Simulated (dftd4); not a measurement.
C4H6ClN2Pd, doublet, geometry from GFN2-xTB (such geometries of metal compounds can be far from the true shape) (the multiplicity is a formal guess); D4 for tpssh (dftd4).

The dftd4 input:
```
$ dftd4 mol.xyz --func tpssh --charge 0 --json dftd4.json --noedisp

# file mol.xyz
14

Pd     0.53547728    -0.23095976    -0.05688024
Cl     1.31327158     0.47627670    -1.99283747
C     -0.79265635    -1.88015951     3.93483482
C     -0.23803901    -1.42946845     2.69405779
N      0.22418556    -1.07640922     1.69977923
H     -0.54338503    -1.17338198     4.72615221
H     -0.38775873    -2.86017522     4.18716045
H     -1.87647185    -1.95056369     3.84457694
C     -2.10723888     2.30065959    -2.17008040
C     -1.72057591     1.47720959    -1.06522501
N     -1.42406764     0.81631576    -0.16674902
H     -1.29407186     2.31331104    -2.89654909
H     -2.30131624     3.31497194    -1.82361887
H     -3.00433245     1.89448944    -2.63572839
```

Question: Predict the main parts of the log of this dftd4 run.

Answer: 
```
                    ____  _____ _____     ____  _  _
      -------------|  _ \|  ___|_   _|---|  _ \| || |------------
     |             | | | | |_    | | ___ | | | | || |_           |
     |             | |_| |  _|   | ||___|| |_| |__   _|          |
     |             |____/|_|     |_|     |____/   |_|            |
     |             ===================================           |
     |            E. Caldeweyher, S. Ehlert & S. Grimme          |
     |          Mulliken Center for Theoretical Chemistry        |
     |                    University of Bonn                     |
      -----------------------------------------------------------

Rational (Becke-Johnson) damping: tpssh-D4-ATM
---------------------
  s6         1.0000
  s8         1.8590
  s9         1.0000
  a1         0.4429
  a2         4.6023
 alp        16.0000
--------------------

Dispersion energy:      -1.6160857960065E-02 Eh

[Info] JSON dump of results written to 'dftd4.json'
```
